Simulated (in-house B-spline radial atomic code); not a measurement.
How numerical settings move a run on Ni+, [Ar] 3d9. Computed with an all-electron radial atomic-structure program (B-spline basis): Dirac-Kohn-Sham PBE, spherical fractional occupations, Fermi nucleus of rms radius 3.7757 fm.

Command:
```bash
python run_scf.py task.json out
```
Settings of the sound reference run:
```
Z                28
electrons        27
configuration    [Ar] 3d9
hamiltonian      dirac
method           pbe,pbe
spin_polarised   False
nucleus          fermi
rms_radius       3.7757
mass_number      58
atomic_mass      57.93534
speed_of_light   137.036
knot_spacing     0.22
spline_order     8
gauss_points     12
box_radius       35.29
max_iterations   70
damping          0.5
damped_steps     3
diis_vectors     10
tolerance        1e-08
start            Thomas-Fermi
```

Time taken, with all properties: 2 s on 1 thread of Arm Neoverse N1 (shared host).

It converges in 12 iterations to -1520.340839 hartree, with 3d5/2 at -12.875 eV. The other runs change the listed settings, some to values that make no sense; their results aren't properties of the atom or ion. Radii are in bohr (the nuclear one in fm), a minus after a letter asks for a j subshell, and «unchanged» means within 1e-8 hartree. The run stops when the residual is below 10 × tolerance × max(1, Z/10), or a noise floor if that is larger, and the energy moves by less than 1e-8 × √|E| hartree; so very loose and very tight tolerances often act alike.

```tsv
changed settings	outcome
first_knot = 0.107	converged in 11 iterations, energy +3.84e+00 hartree from the reference, 3d5/2 level -6.0e-02 eV
electrons = 28, configuration = [Ar] 3d9 4p-1, max_iterations = 100	converged in 14 iterations to -1520.4881 hartree, a different physical problem
first_knot = 0.0357	converged in 12 iterations, energy +2.55e-01 hartree from the reference, 3d5/2 level -3.3e-03 eV
damping = 0	converged in 13 iterations, energy unchanged, 3d5/2 level -2.7e-05 eV
electrons = 28, configuration = [Ar] 3d9 4s-1, max_iterations = 50	stopped with error: j subshells need the Dirac Hamiltonian and l > 0
knot_spacing = 1	converged in 11 iterations, energy +1.51e+01 hartree from the reference, 3d5/2 level -3.2e-01 eV (the program warns: 2s1/2 reaches the box edge; 2p1/2 reaches the box edge)
knot_spacing = 0.55	converged in 11 iterations, energy +3.93e-02 hartree from the reference, 3d5/2 level -4.3e-04 eV
knot_spacing = 0.1	converged in 11 iterations, energy -8.57e-07 hartree from the reference, 3d5/2 level -6.6e-05 eV
box_radius = 3.53, first_knot = 3.57e-06, max_iterations = 60, damped_steps = 8, diis_vectors = 1	not converged after 60 iterations, last residual 1.3e+00, last energy +3.35e+01 hartree from the reference
gauss_points = 16, box_radius = 2.12, first_knot = 0.0357, max_iterations = 60	converged in 9 iterations, energy +2.13e+00 hartree from the reference, 3d5/2 level +2.3e+01 eV (the program warns: 3d5/2 has a positive eigenvalue: unbound, held by the box; 3d3/2 has a positive eigenvalue: unbound, held by the box)
knot_spacing = 2	converged in 10 iterations, energy +3.02e+02 hartree from the reference, 3d5/2 level -3.4e+01 eV (the program warns: 1s1/2 reaches the box edge; 2s1/2 reaches the box edge)
first_knot = 0.0107	converged in 12 iterations, energy +1.39e-02 hartree from the reference, 3d5/2 level -1.9e-04 eV
first_knot = 0.00357	converged in 12 iterations, energy -3.70e-03 hartree from the reference, 3d5/2 level -1.3e-05 eV
spline_order = 5, box_radius = 17.64, first_knot = 0.0357, max_iterations = 100, tolerance = 0.001	converged in 11 iterations, energy +2.15e+00 hartree from the reference, 3d5/2 level -4.6e-02 eV
first_knot = 3.57e-05	converged in 12 iterations, energy +6.95e-07 hartree from the reference
spline_order = 5, max_iterations = 50, tolerance = 1e-10	converged in 12 iterations, energy +1.57e-05 hartree from the reference, 3d5/2 level -1.5e-06 eV
knot_spacing = 0.15	converged in 12 iterations, energy -7.88e-07 hartree from the reference, 3d5/2 level -1.6e-06 eV
damping = 0.95	converged in 13 iterations, energy unchanged, 3d5/2 level -8.6e-06 eV
```

(1) What happens with knot_spacing = 0.75?

(2) What happens with damping = 0.8?

(3) What happens with method = r2scan?

(4) What happens with knot_spacing = 0.3?

Results:

(1) Converged in 11 iterations, energy +1.49e+00 hartree from the reference, 3d5/2 level -1.2e-01 eV (the program warns: 3s1/2 reaches the box edge).

(2) Converged in 12 iterations, energy unchanged, 3d5/2 level +1.5e-05 eV.

(3) Stopped with error: meta-GGAs are not served with the Dirac Hamiltonian.

(4) Converged in 12 iterations, energy +1.35e-05 hartree from the reference, 3d5/2 level -1.3e-05 eV.
